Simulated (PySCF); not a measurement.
Dipole response of Rb⁻ (rubidium, charge -1)

[Kr] 5s2, closed-shell 1S. All numbers are calculated (PySCF 2.14, scalar relativity by spin-free X2C-1e, in x2c-QZVPPall with one added diffuse shell each of s, p, d, f, g type (14s9p8d4f3g, 136 functions)). Coupled (time-dependent) response in atomic units; α is the mean over directions.

```tsv
method	mean α (bohr³)	C₆ (like pair)	S(−4)
UHF	2064	83790	3779000
```

S(−4) is the Cauchy moment in α(ω) = α(0) + S(−4) ω² + …

α(iu) at UHF:

| u (hartree) | α(iu) (bohr³) |
| --- | --- |
| 0 | 2064 |
| 0.0500 | 499.6 |
| 0.100 | 180.0 |
| 0.200 | 56.69 |
| 0.300 | 29.86 |
| 0.500 | 14.60 |
| 0.750 | 8.642 |
| 1.00 | 5.891 |
| 1.50 | 3.273 |
| 2.00 | 2.077 |
| 3.00 | 1.051 |
| 5.00 | 0.4305 |

A single London oscillator, α(iu) = α/(1 + u²/ω²), gives C₆ = (3/4) ω α². Matching the computed C₆ needs ω = 4 × 83790 / (3 × 2064²) = 0.0262 hartree.

For an ion, C₆ is the dispersion term alone; charge-induced terms of lower order in 1/R come first.

The outer electron is barely bound at this level, so radii and moments hang on the diffuse functions.
